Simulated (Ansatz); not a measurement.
Species: sum formula YOH (charge 0, singlet). 
Geometry from a B3LYP-D3(BJ)/def2-TZVP (Ansatz, a quantum-chemistry and plane-wave program) optimisation:
SMILES: [OH][Y]
```xyz
3

Y      0.0000     0.0000    -0.3861
O      0.0000     0.0000     1.5670
H      0.0000     0.0000     2.5235
```

Basis-set convergence of Hartree-Fock and MP2 correlation energies (hartree) with Ansatz. Correlated levels leave the core frozen unless marked. Spin-orbit coupling is left out. Frozen are the shells of the preceding noble gas and the d and f shells that filled before the atom's block. In def2 rows, elements after Kr have scalar-relativistic effective core potentials.

The Hartree-Fock reference is unstable (checked in the largest basis), which strains HF and MP2. 

```csv
basis,functions,E(HF),"E(corr, MP2)"
def2-SVPD,65,-113.29689,-0.25119
def2-TZVPPD,113,-113.39595,-0.30181
def2-QZVPPD,180,-113.40121,-0.32299
```

Extrapolating the two largest sets (X = 3 and 4) as X^-3: E(corr) = (64·(-0.32299) - 27·(-0.30181))/37 = -0.3384 Eh, an estimate of the basis-set limit. The largest set recovers 95.4 % of it, the smallest 74.2 %.
